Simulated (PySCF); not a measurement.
**Electric field gradients and quadrupole coupling constants**

Compound: C₉H₉N₃.
Z-matrix (Å and degrees, GFN2-xTB geometry), rows numbered from 1:
```
C 
C   1  1.3248
N   2  1.3878  1  122.81
N   3  1.3478  2  120.49  1    -0.11
N   4  1.2610  3  110.98  2  -179.98
C   5  1.3638  4  109.08  3    -0.02
C   6  1.3930  5  130.47  4   179.99
C   7  1.3730  6  116.67  5  -179.99
C   8  1.4000  7  121.47  6    -0.01
C   9  1.3822  8  123.41  7     0.01
C  10  1.4986  9  120.87  8  -179.98
C   3  1.3745  2  130.57  1   179.89
H   1  1.0752  2  120.98  3    -0.04
H   1  1.0741  2  120.87  3   179.98
H   2  1.0775  1  122.68  3  -179.95
H   7  1.0773  6  120.50  5    -0.01
H   8  1.0797  7  119.95  6  -180.00
H   9  1.0807  8  118.24  7  -180.00
H  11  1.0902 10  110.93  9  -119.50
H  11  1.0872 10  109.99  9     0.03
H  11  1.0902 10  110.92  9   119.57
```

Field gradients from the PBE0/pcSseg-1 density (PySCF, non-relativistic), principal values in atomic units, ordered |Vxx| ≤ |Vyy| ≤ |Vzz|:

```tsv
atom	Vxx	Vyy	Vzz
N3	0.2325	0.4718	-0.7043
N4	0.3141	0.8249	-1.1390
N5	0.5354	0.5469	-1.0823
```

Problem. Find the asymmetry η = (Vxx − Vyy)/Vzz and the couplings χ = eQV/h (234.96 MHz × Q in barn × V in au), with Q(14N) = 0.02044 b.

Solution. 
```
atom             environment  nucleus     η  χzz (MHz)  χxx (MHz)  χyy (MHz)
  N3   pyrrole-type nitrogen      14N  0.34     -3.383      1.117      2.266
  N4  pyridine-type nitrogen      14N  0.45      -5.47       1.51       3.96
  N5  pyridine-type nitrogen      14N  0.01      -5.20       2.57       2.63
```

The gradient is axial or nearly so (η below 0.05) at N5. The tensor is traceless: Vxx + Vyy + Vzz = 0.

Problem. What is Vzz at N3 in SI units (1 au = 9.71736 × 10²¹ V/m²)?

Solution. -0.7043 au = -6.844 × 10²¹ V/m².

Problem. What couplings would deuterons (Q(2H) = 0.00286 b) have in place of the hydrogens, at this geometry?

Solution. 
```json
{"atom": "H13", "bonded to": "C1", "bond length (Å)": "1.075", "Vzz (au)": "0.3336", "η": "0.04", "χzz (kHz)": "224"}
{"atom": "H14", "bonded to": "C1", "bond length (Å)": "1.074", "Vzz (au)": "0.3421", "η": "0.06", "χzz (kHz)": "230"}
{"atom": "H15", "bonded to": "C2", "bond length (Å)": "1.078", "Vzz (au)": "0.3248", "η": "0.11", "χzz (kHz)": "218"}
{"atom": "H16", "bonded to": "C7", "bond length (Å)": "1.077", "Vzz (au)": "0.3313", "η": "0.05", "χzz (kHz)": "223"}
{"atom": "H17", "bonded to": "C8", "bond length (Å)": "1.080", "Vzz (au)": "0.3275", "η": "0.07", "χzz (kHz)": "220"}
{"atom": "H18", "bonded to": "C9", "bond length (Å)": "1.081", "Vzz (au)": "0.3248", "η": "0.08", "χzz (kHz)": "218"}
{"atom": "H19", "bonded to": "C11", "bond length (Å)": "1.090", "Vzz (au)": "0.3078", "η": "0.02", "χzz (kHz)": "207"}
{"atom": "H20", "bonded to": "C11", "bond length (Å)": "1.087", "Vzz (au)": "0.3130", "η": "0.04", "χzz (kHz)": "210"}
{"atom": "H21", "bonded to": "C11", "bond length (Å)": "1.090", "Vzz (au)": "0.3077", "η": "0.02", "χzz (kHz)": "207"}
```

Isolated species at its GFN2-xTB geometry (one conformer only). GFN2-xTB bond lengths can be off by several hundredths of an ångström, more for odd bonds, and the gradients follow them. A larger basis could move these couplings by a tenth or more.
